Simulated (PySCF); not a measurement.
## Computed properties of 1-bromo-3-chloropropa-1,2-diene (C₃H₂BrCl), SMILES ClC=C=CBr

1-bromo-3-chloropropa-1,2-diene (C3H2BrCl), SMILES ClC=C=CBr. Geometry: B3LYP-D3(BJ)/def2-SVP. Other conformers were not sampled. All values are computed for the isolated molecule unless a solvent is named; none is compared with measurement here.

**Structure.** All 15 harmonic modes at B3LYP-D3(BJ)/def2-SVP (PySCF) are real, so it is a minimum. With heavy atoms numbered as in [Cl:1][CH:2]=[C:3]=[CH:4][Br:5], the shortest bond between them is C3–C4 at 1.304 Å and the longest C4–Br5 at 1.911 Å.

**Vibrations.** The strongest infrared lines (harmonic, unscaled, degenerate partners summed) lie at 2055 cm⁻¹ (106 km/mol, C 98 %), 767 cm⁻¹ (83 km/mol, C 75 %, Cl 17 %, H 8 %), 671 cm⁻¹ (70 km/mol, C 82 %, H 12 %). The softest mode is at 80 cm⁻¹ and the zero-point energy is 23.7 kcal/mol.

**Electronic structure.** r2SCAN/def2-TZVP (PySCF) places the frontier levels at -6.80 and -2.23 eV, a gap of 4.57 eV, and gives a dipole moment of 1.39 D and a mean polarisability of 74.9 bohr³. PBE/def2-TZVP (PySCF) at the same geometry gives -6.54 and -2.36 eV, so its gap is 0.39 eV narrower. An orbital gap is neither the optical nor the fundamental gap.

**Excitations.** TDDFT-B3LYP/def2-SVPD (PySCF) has S1 at 4.54 eV (273 nm, f = 0.000, dark); the most intense of the 10 singlets computed lies at 6.03 eV (f = 0.73). T1 (TDA) is at 3.84 eV. TDDFT-PBE/def2-SVPD (PySCF) puts S1 at 4.33 eV. No vertical singlet excitation falls in the visible range (under 3.1 eV).

**NMR.** GIAO shifts at PBE0/pcSseg-1 (PySCF) (non-relativistic, atoms alike by connectivity averaged): ¹³C from 108.5 to 220.1 ppm against TMS; ¹H at 6.9 ppm against TMS. Without spin–orbit terms, shifts of atoms bonded to Cl or Br come out too high.

**Solvation.** SMD-ωB97X/6-31G* (PySCF) gives -1.4 kcal/mol in water, -5.4 kcal/mol in 2-propanol, -5.2 kcal/mol in ethylethanoate (1 M in both phases, gas-phase geometry).
